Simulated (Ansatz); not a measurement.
Cs(I) cation (CsI), SMILES [I][Cs] (connectivity only; charge and spin as stated), charge +1, multiplicity 2.

Coordinates come from a B3LYP-D3(BJ)/def2-TZVPD optimisation. The spin state was assumed, not searched. The def2 effective core potentials stand for the cores of Cs, I; spin–orbit coupling is left out.

Two levels are set side by side: PBE/def2-TZVPD (Ansatz, a first-principles code) and PBE0/def2-TZVPD (Ansatz). Energy differences of separate SCF runs at the same geometry; the states with an electron removed or added have multiplicity 3 and 1. Differences are taken from unrounded values.

| quantity | PBE0 | PBE | PBE minus PBE0 |
|---|---|---|---|
| vertical ionisation energy (eV) | 14.00 | 13.98 | -0.02 |
| vertical electron affinity (eV) | 6.84 | 6.88 | 0.04 |

On these quantities the two levels nearly agree.
